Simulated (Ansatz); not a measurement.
```xyz
9

O     0.632    1.337    0.676
C     0.623    0.197   -0.011
Br    1.187    0.297   -1.824
C     0.369   -1.000    0.541
Ga   -2.004   -0.777   -0.487
H     0.196    2.025    0.156
H     0.608   -1.917    0.026
H     0.103   -1.041    1.591
H    -1.715    0.880   -0.668
```

Total charge 0; spin multiplicity 1. The bonds changed during the relaxation, so this is another structure than the one it started from.

Task: List the PBE/def2-TZVPP orbital energies in eV (Ansatz 0.2.0). (Estimate.)

Result: Ansatz gave: Occupied: -13089.51, -10093.09, -1682.62, -1517.02, -1516.92, -1516.91, -1232.96, -1092.65, -1092.63, -1092.56, -511.93, -272.51, -269.55, -229.41, -171.65, -171.34, -171.32, -142.66, -97.20, -97.14, -96.92, -68.30, -68.22, -68.21, -67.97, -67.97, -27.71, -20.88, -19.26, -19.22, -19.05, -19.05, -19.00, -18.86, -15.57, -13.27, -11.96, -11.63, -10.34, -9.51, -8.60, -7.78, -7.46, -6.64, -4.74. Lowest empty: -2.18, -1.82, -1.20, -0.54, 0.13, 1.40, 1.43, 2.03.
